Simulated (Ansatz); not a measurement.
SnNH5O, closed shell: a nudged elastic band.

Input (in.yaml):

```yaml
crystal:
  periodic: [false, false, false]
  atoms:
    - {symbol: Sn, position_ang: [-0.046452, 0.434739, 0.574683]}
    - {symbol: O, position_ang: [1.763923, -0.351481, 0.643932]}
    - {symbol: N, position_ang: [-1.205605, -0.441205, -0.825743]}
    - {symbol: H, position_ang: [-0.966804, -0.205763, -1.779634]}
    - {symbol: H, position_ang: [0.077302, 2.083101, 0.151173]}
    - {symbol: H, position_ang: [-0.668202, 0.067955, 2.109032]}
    - {symbol: H, position_ang: [2.304805, -0.138719, -0.119416]}
    - {symbol: H, position_ang: [-1.258969, -1.448726, -0.754027]}
basis:
  gaussian: {orbitals: def2-SVP}
hamiltonian: {xc: pbe0, dispersion: d4}
neb:
  images: 5
  climbing: true
  max_iterations: 3
  initial_path: idpp
  final_atoms:
    - {symbol: Sn, position_ang: [-0.591632, 0.533773, 0.625830]}
    - {symbol: O, position_ang: [1.394509, -0.554451, -0.172620]}
    - {symbol: N, position_ang: [-1.228711, -0.242756, -1.012131]}
    - {symbol: H, position_ang: [0.744535, -0.757529, -0.893354]}
    - {symbol: H, position_ang: [0.142372, 2.075690, 0.558349]}
    - {symbol: H, position_ang: [-0.728566, 0.021706, 2.257899]}
    - {symbol: H, position_ang: [2.120947, -0.053232, -0.559492]}
    - {symbol: H, position_ang: [-1.853454, -1.023301, -0.804481]}
```

Run by:

```bash
ansatz run in.yaml --threads 4 --pin off --events-out ev --progress --plain --max-ram 9574MiB
```

What Ansatz 0.2.0 printed:

```
Functional definition: PBE0
  name "PBE0"
  cite "Adamo & Barone, J. Chem. Phys. 110, 6158 (1999) doi:10.1063/1.478522"
  cite "Perdew, Burke & Ernzerhof, Phys. Rev. Lett. 77, 3865 (1996) doi:10.1103/PhysRevLett.77.3865"
  parent pbe
  parameter a = 0.25
  parameter kappa = 0.804
  parameter beta = 0.06672455060314922
  exchange = (1 - a)*pbe_x(kappa = kappa, mu = beta*pi^2/3) + a*exact_x
  correlation = pbe_c(beta = beta)
937 factors; integrals over basis functions are off by at most 4.2e-4 eV
mean field evaluation 1: about -9433.5719 eV, gradient 7.0e1 eV
mean field evaluation 2: about -9413.9403 eV, gradient 1.2e2 eV
mean field evaluation 4: about -9442.8432 eV, gradient 7.5e0 eV
mean field evaluation 8: about -9442.9877 eV, gradient 3.7e-2 eV
mean field -9442.98771046 eV, -347.0233976723 hartree, gradient 1.9e-5 eV, S^2 0.000000; 0 other end points of the search recorded, 0 dependent functions left out
the calculation of the forces begins
reference -9442.98773983 eV, -347.0233987519 hartree; 21, 21 occupied and 58, 58 virtual orbitals, 937 factors
939 factors; integrals over basis functions are off by at most 9.1e-4 eV
mean field evaluation 16: about -9429.5043 eV, gradient 7.2e1 eV
mean field evaluation 32: about -9440.9203 eV, gradient 2.6e-5 eV
mean field -9440.92033952 eV, -346.9474231918 hartree, gradient 2.6e-5 eV, S^2 0.000000; 0 other end points of the search recorded, 0 dependent functions left out
the calculation of the forces begins
reference -9440.92036817 eV, -346.9474242446 hartree; 21, 21 occupied and 58, 58 virtual orbitals, 939 factors
WARN: NEB end point (image 0): max|allowed force component| = 3.125e-1 eV/Å (the criterion of neb.relax_end_points is 1.000e-2). That is over neb.f_tol: it is no minimum, so the barrier can be far off. Relax it first
WARN: NEB end point (image 6): max|allowed force component| = 4.161e-1 eV/Å (the criterion of neb.relax_end_points is 1.000e-2). That is over neb.f_tol: it is no minimum, so the barrier can be far off. Relax it first
937 factors; integrals over basis functions are off by at most 5.4e-4 eV
mean field -9442.43218608 eV, -347.0029825281 hartree, gradient 5.7e-5 eV, S^2 0.000000; 0 other end points of the search recorded, 0 dependent functions left out
the calculation of the forces begins
reference -9442.43221551 eV, -347.0029836096 hartree; 21, 21 occupied and 58, 58 virtual orbitals, 937 factors
938 factors; integrals over basis functions are off by at most 6.6e-4 eV
mean field -9441.29169255 eV, -346.9610701640 hartree, gradient 2.6e-5 eV, S^2 0.000000; 0 other end points of the search recorded, 0 dependent functions left out
the calculation of the forces begins
reference -9441.29172150 eV, -346.9610712279 hartree; 21, 21 occupied and 58, 58 virtual orbitals, 938 factors
938 factors; integrals over basis functions are off by at most 4.8e-4 eV
mean field evaluation 64: about -9439.6426 eV, gradient 1.3e1 eV
mean field -9440.09480634 eV, -346.9170854070 hartree, gradient 3.6e-5 eV, S^2 0.000000; 0 other end points of the search recorded, 0 dependent functions left out
the calculation of the forces begins
reference -9440.09483554 eV, -346.9170864800 hartree; 21, 21 occupied and 58, 58 virtual orbitals, 938 factors
937 factors; integrals over basis functions are off by at most 5.6e-4 eV
mean field -9439.34865941 eV, -346.8896650130 hartree, gradient 6.7e-5 eV, S^2 0.000000; 0 other end points of the search recorded, 0 dependent functions left out
the calculation of the forces begins
reference -9439.34868871 eV, -346.8896660897 hartree; 21, 21 occupied and 58, 58 virtual orbitals, 937 factors
938 factors; integrals over basis functions are off by at most 1.1e-3 eV
mean field evaluation 96: about -9375.0734 eV, gradient 1.4e2 eV
mean field -9439.70369068 eV, -346.9027121714 hartree, gradient 3.0e-5 eV, S^2 0.000000; 0 other end points of the search recorded, 0 dependent functions left out
the calculation of the forces begins
reference -9439.70371944 eV, -346.9027132285 hartree; 21, 21 occupied and 58, 58 virtual orbitals, 938 factors
NEB iter   1: max|band force component| = 4.590e0 eV/Å  barrier→ = 3.6271 eV  barrier← = 1.5640 eV  Δτ_max = 0.2000 Å  (179 SCF iters)
NEB iter   2: max|band force component| = 3.963e0 eV/Å  barrier→ = 2.2593 eV  barrier← = 0.1962 eV  Δτ_max = 0.1992 Å  (150 SCF iters)
NEB iter   3: max|band force component| = 4.559e0 eV/Å  barrier→ = 2.0631 eV  barrier← = 0.0000 eV  Δτ_max = 0.1013 Å  (149 SCF iters)
Error: NEB band did not converge after 3 iterations: max|band force component| = 4.56e0 eV/Å (threshold 5.0e-2); raise `neb.max_iterations` in a new run, which can start from the last band evaluated (`neb.initial_path`, with `crystal.atoms` and `neb.final_atoms` set to its first and last images), add images, or start from endpoints closer to local minima. Where this run's directory can be resumed (`checkpoint.write`), a resume goes on for up to `neb.max_iterations` more; to start a new run from the last band, take its images' positions from the `neb_iteration` event of iteration 3 (`data.images[].positions_ang`), in the event stream of the run that computed that iteration (not this run's, if it was resumed behind it). With `checkpoint.write`, `steps/00-neb/state/checkpoint.json` in the run directory holds the last saved band, under `neb.evaluated.images[].positions_ang` (a band under a hybrid functional on support functions is neither saved nor resumed: `neb.initial_path` says where its path is): check the last entry of `neb.iterations` there, which is earlier than 3 if that iteration was not saved or its write failed. If the band's step has no `state` directory and holds `state.next`, a write was cut short, and the file is under `state.next` instead (behind a loss of power it can be under `state.prev`)
a run's events are kept only if it was started with --events-out <file>, and are in that file

[the SCF lines of later steps are left out]
```

Hardware: 4 CPU threads of an Arm Neoverse V2, shared host. Wall time about 15 s.


The run did not converge within its limit. Three iterations were allowed, too few to relax the band.